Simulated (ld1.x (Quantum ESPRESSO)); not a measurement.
# tin (Sn): variants of one TM potential

Base potential:

```json
{"Element": "tin", "Generator": "ld1.x (Quantum ESPRESSO) 7.5", "Type": "norm-conserving Troullier–Martins (Kleinman–Bylander form)", "Functional": "PW91", "Relativity": "scalar-relativistic", "Frozen core": "[Kr] 4d10", "Valence charge": "4", "Reference configuration": "5s1.5 5p2.5", "Partial waves": "5s (bound): rc 1.65 bohr; 5d channel at 0.1 Ry: rc 2.10 bohr; 5p (bound): rc 2.40 bohr", "Local potential": "the p channel", "Core correction": "a·sin(br)/r model core, default radius (core density twice the valence density)"}
```

All-electron outer shells of the reference configuration (PW91, scalar-relativistic, ld1.x):

```json
{"shell": "4p", "level (eV)": "-90.51", "outermost node (bohr)": "0.41", "outermost maximum (bohr)": "0.79"}
{"shell": "4d", "level (eV)": "-26.63", "outermost node (bohr)": "0.39", "outermost maximum (bohr)": "0.88"}
{"shell": "5s", "level (eV)": "-11.07", "outermost node (bohr)": "0.98", "outermost maximum (bohr)": "2.01"}
{"shell": "5p", "level (eV)": "-4.06", "outermost node (bohr)": "1.09", "outermost maximum (bohr)": "2.52"}
```

Cutoffs, loose and tight: the cutoffs (Ry, on a coarse ladder) from which the occupation-weighted sum of valence levels, in a spherical-Bessel basis at the reference potential, stays within 10 and 1 mRy of its value at 400 Ry. They do not see the model core or the augmentation charge, which bear on the density cutoff. Test errors are all-electron minus pseudo excitation energies from the reference, over the configurations 5s2 5p2; 5s2 5p1; 5s2 5p0; 5s1 5p0; 5s1 5p2; 5s1 5p3; 5s0 5p4. A dash means not determined; rows that change the core or the reference have their own tests.

A true bound ghost makes a file unfit for plane-wave use even where its test errors are small: the radial tests pick states by their node count and pass the ghost by.

| change | outcome | cutoff, loose | cutoff, tight | bound ghosts | largest test error (meV) |
| --- | --- | --- | --- | --- | --- |
| base | generated | 25 Ry | 55 Ry | d | -258 |
| reference 5s2 5p2 | generated | 30 Ry | 60 Ry | d | -322 |
| functional PBE | generated | 25 Ry | 55 Ry | d | -249 |
| type TM semilocal; local potential the s channel | generated | 25 Ry | 55 Ry | none | -268 |
| wave 5d channel at 0.1 Ry: rc 2.10 bohr becomes 5d channel at 0.1 Ry: rc 3.18 bohr | generated | 25 Ry | 55 Ry | none | -258 |
| all radii but the core radius scaled by about 1.33 (s 2.20, p 3.20, d 2.80 bohr) | generated | 10 Ry | 30 Ry | s | +120 |
| local potential the s channel | generated | 25 Ry | 55 Ry | d | -268 |

(1) What comes out with this change to the base: non-relativistic?

## Answers

(1) outcome: generated; cutoff, loose: 25 Ry; cutoff, tight: 60 Ry; bound ghosts: d; largest test error (meV): -182.
